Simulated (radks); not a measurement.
Question: Coherent X-ray form factor from a spherical all-electron density. Method: scalar-relativistic Kohn-Sham, SCAN, spin-polarised, spherical densities, finite nucleus; meta-GGA in the generalised Kohn-Sham scheme; Fermi nuclear charge, rms radius of each element as measured or else 0.836 A^(1/3) + 0.57 fm; computed with a radial shooting solver on a logarithmic mesh with Libxc functionals.

sin(theta)/lambda (1/angstrom),f0 (electrons)
0.05,40.635
0.1,39.583
0.15,37.966
0.2,35.954
0.25,33.730
0.3,31.461
0.4,27.258
0.5,23.868
0.6,21.291
0.8,17.666
1,14.841
1.25,11.741
1.5,9.269
2,6.438

The species is in the configuration that NIST lists as its ground one. Which atom or ion scatters so?

Answer: The palladium ion Pd5+, [Kr] 4d5. Extrapolating in s^2 from the first two rows gives f0(0) = 41.0, near the electron count 41; among species with that count, the fall with angle is slower the higher Z, and the table is that of Z = 46; from so few rows the species is fixed only to a neighbour or two.
